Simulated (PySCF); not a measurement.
A PySCF script (with the pyscf-properties extension) for the NMR shieldings of C4H5BCl2O2, on a GFN2-xTB geometry:

```python
import basis_set_exchange as bse
import numpy as np
from pyscf import gto, dft
from pyscf.prop import nmr

atoms = """
C    -2.551377   -0.961742    0.257428
C    -1.723039   -0.168904   -0.415405
C    -0.357525    0.062868    0.034342
O     0.104564   -0.447102    1.083328
O     0.399485    0.822569   -0.682842
C     1.713524    0.935519   -0.090290
B     1.592918    0.002168    1.266818
Cl    2.605980   -1.502865    1.240692
Cl    1.677066    0.925013    2.827303
H    -3.560297   -1.136871   -0.073372
H    -2.229215   -1.455921    1.159582
H    -1.999091    0.342979   -1.324838
H     1.894898    1.996556    0.088902
H     2.431430    0.585262   -0.833765
"""
names = dict.fromkeys(["C", "O", "B", "Cl", "H"], "pcSseg-1")
basis = {el: gto.basis.parse(bse.get_basis(n, elements=[el], fmt="nwchem")) for el, n in names.items()}
mol = gto.M(atom=atoms, basis=basis, charge=0, verbose=0)
mf = dft.RKS(mol, xc="PBE0")
mf.grids.level = 2
mf.grids.alignment = dft.numint.BLKSIZE   # the property module wants whole blocks of grid points
mf.conv_tol = 1e-9
mf.kernel()

calc = nmr.RKS(mf)   # GIAO
C = mf.mo_coeff
Co = C[:, mf.mo_occ > 0]
resp = mf.gen_response(singlet=True, hermi=2)
def vind(x):   # induced exchange potential for any number of trial vectors
    d = np.einsum("pi,xij,qj->xpq", C, 2 * x.reshape(-1, C.shape[1], Co.shape[1]), Co, optimize=True)
    return np.einsum("xpq,pi,qj->xij", resp(d - d.transpose(0, 2, 1)), C, Co, optimize=True).ravel()
mo1, _ = nmr.rhf.solve_mo1(calc, with_cphf=vind)
sigma = calc.kernel(mo1)
for i, s in enumerate(sigma):   # ppm
    print("%2d %-2s %9.2f" % (i, mol.atom_pure_symbol(i), np.trace(s) / 3))
```

**Question.** Give the expected output.

**Answer.** 
```
 0 C      32.08
 1 C      58.02
 2 C       2.11
 3 O      30.40
 4 O      85.25
 5 C     106.69
 6 B      89.90
 7 Cl    848.53
 8 Cl    848.21
 9 H      24.70
10 H      24.17
11 H      25.32
12 H      27.41
13 H      27.41
```

These numbers come from an equivalent density-fitted implementation of the same equations, which agrees with the script to about 0.01 ppm for H and up to a few tenths of a ppm for heavy atoms, so last digits may differ.

Size and cost of the density-fitted run: 192 basis functions, 63 s wall time on 1 thread of an Intel Xeon, shared host; peak memory 0.85 GiB.
